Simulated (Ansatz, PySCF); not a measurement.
3-chloro-1,1-difluoropropa-1,2-diene (C3HClF2), SMILES FC(F)=C=CCl. Atoms are numbered in the order given.

```xyz
7

F     -2.1545    -0.1786     1.0814
C     -1.4285     0.0330     0.0000
F     -2.1545    -0.1788    -1.0814
C     -0.1777     0.4123     0.0000
C      1.0752     0.7797    -0.0001
Cl     2.4193    -0.3393     0.0000
H      1.4030     1.8245     0.0001
```
Charge 0, spin multiplicity 1.

Geometry: B3LYP-D3(BJ)/def2-SVP.

Two levels are set side by side: PBE-D3(BJ)/def2-SVP (Ansatz, a first-principles code) and B3LYP-D3(BJ)/def2-SVP (Ansatz). Each level has its own optimised geometry; the coordinates shown are those of the second. Frequencies come from the Hessian of PySCF at each geometry. Differences are taken from unrounded values.

```tsv
quantity	B3LYP-D3(BJ)	PBE-D3(BJ)	PBE-D3(BJ) minus B3LYP-D3(BJ)
mean bond length (Å)	1.349	1.357	0.007
bond F1–C2 (Å)	1.320	1.328	0.008
bond C2–F3 (Å)	1.320	1.328	0.008
bond C2–C4 (Å)	1.307	1.316	0.009
bond C4–C5 (Å)	1.306	1.314	0.009
bond C5–Cl6 (Å)	1.749	1.750	0.001
bond C5–H7 (Å)	1.095	1.104	0.009
highest harmonic wavenumber (cm⁻¹)	3174	3098	-75
mean harmonic wavenumber (cm⁻¹)	957	927	-31
zero-point energy (kcal/mol)	20.53	19.88	-0.65
```

Exact exchange shortens and stiffens bonds; PBE has none. Differences between two approximate levels are no errors against the true value.
